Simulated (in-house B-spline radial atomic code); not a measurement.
Values are calculated unless marked as measured or tabulated.
## Ag in an electron gas of r_s = 2.07: phase shifts, screening, friction and resistivity

A nucleus sits in a uniform electron gas with a rigid positive background. The Kohn-Sham equations are solved self-consistently in the spin-unpolarised LDA (PW92), non-relativistic, on B-splines with outgoing waves at the boundary and partial waves to l = 8. The model has no lattice, no bands and no magnetic solution. Atomic units; δ_l are the phase shifts at the Fermi level, counted so that each bound state adds π, and good to about 0.0005.

The density parameter is r_s = 2.07 bohr, near that of the valence electrons of Al (3 per atom, density 2.7 g/cm³, mass 26.98 u, which gives r_s = 2.07).

| l | δ_l (rad) |
| --- | --- |
| 0 | 12.4631 |
| 1 | 9.7968 |
| 2 | 6.2300 |
| 3 | 0.0909 |
| 4 | 0.0162 |
| 5 | 0.0028 |
| 6 | 0.0005 |
| 7 | 0.0000 |
| 8 | 0.0000 |

Bound levels below the band bottom (hartree): d -13.03, s -2.922, p -1.787, d -0.01512, s -0.0002966 and deeper ones.

Task: Check the Friedel sum rule, and say where the screening charge sits.

Result: k_F = (9π/4)^(1/3)/r_s = 0.92713. The rule is Z = (2/π) Σ (2l + 1) δ_l. The terms are s 7.934, p 18.711, d 19.831, f 0.405 and 0.117 beyond, in all 46.997 against Z = 47. Bound states hold 10 s, 18 p, 20 d electrons, so the scattering states carry -1.00 in all; where a term is smaller than its bound count, the bound level has drawn weight out of the band.

Task: Find the transport cross section and the electronic stopping of a 2 keV Ag ion (mass 107.87 u).

Result: σ_tr = (4π/k_F²) Σ (l + 1) sin²(δ_l − δ_(l+1)). The terms for l = 0 to 3 are 0.2094, 0.3403, 0.0619, 0.0223, all together 0.6348, so σ_tr = 14.619 × 0.6348 = 9.280 bohr². With n = 3/(4π r_s³) = 0.02692, the friction coefficient is Q = n k_F σ_tr = 0.2316. For v well below v_F = 0.927, dE/dx = Q v; with 24801 eV per u at v = 1, v = √(2000/(24801 × 107.87)) = 0.0273, so dE/dx = 0.00633 hartree/bohr = 3.26 eV/nm. The largest term couples the p and d waves.

Task: What residual resistivity would 1 atomic per cent of such centres give in Al?

Result: Δρ = k_F n_i σ_tr/n in atomic units of 21.74 μΩ·cm. With one host atom per 3 electrons, n_i/n = 0.01/3, so Δρ = 0.9271 × 0.00333 × 9.280 × 21.74 = 0.62 μΩ·cm. This is an atom added to the gas, as on an interstitial site.

Task: On a substitutional site the background of one host ion, a sphere holding 3 charges, is taken out. The phase shifts for l = 0 to 4 become 11.9137, 9.1970, 5.9532, -0.0150, -0.0043. What follows?

Result: The Friedel sum is now 43.99, for Z − 3 = 44. The sum in σ_tr is 0.4792, so σ_tr = 7.01 bohr² and Δρ = 0.47 μΩ·cm per atomic per cent, 0.75 times the value above. A real host ion scatters too, so this model doesn't give zero even for the host's own atom.
